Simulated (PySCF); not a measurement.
C10H7N3, SMILES C1=CC2=CC=CC3=NC=NC(=C1)N23.

Geometry optimised at PBE0-D3(BJ)/def2-SVP.

Two levels are set side by side: PBE/def2-SVP (PySCF) and ωB97X/def2-SVP (PySCF). Same geometry, gas phase. Differences are taken from unrounded values.

```json
[
 {"quantity": "orbital gap (eV)", "ωB97X": "6.84"},
 {"quantity": "highest occupied level (eV)", "ωB97X": "-6.96"},
 {"quantity": "lowest empty level (eV)", "ωB97X": "-0.11"},
 {"quantity": "dipole moment (D)", "ωB97X": "3.47"},
 {"quantity": "mean polarisability (bohr³)", "ωB97X": "129.8"}
]
```

Problem. What does PBE give, and how far is it from ωB97X? (Estimate from the structure and the level; the computed values follow.)

Solution. 
| quantity | PBE | PBE minus ωB97X |
|---|---|---|
| orbital gap (eV) | 1.60 | -5.25 |
| highest occupied level (eV) | -4.42 | 2.53 |
| lowest empty level (eV) | -2.83 | -2.72 |
| dipole moment (D) | 3.26 | -0.21 |
| mean polarisability (bohr³) | 131.8 | 2.0 |

Without exact exchange PBE keeps part of each electron's self-repulsion, which lifts occupied levels and narrows the gap. Differences between two approximate levels are no errors against the true value.

Rough cost on one machine, each run with all the roots and properties that it gave: ωB97X against PBE within a factor of 2.
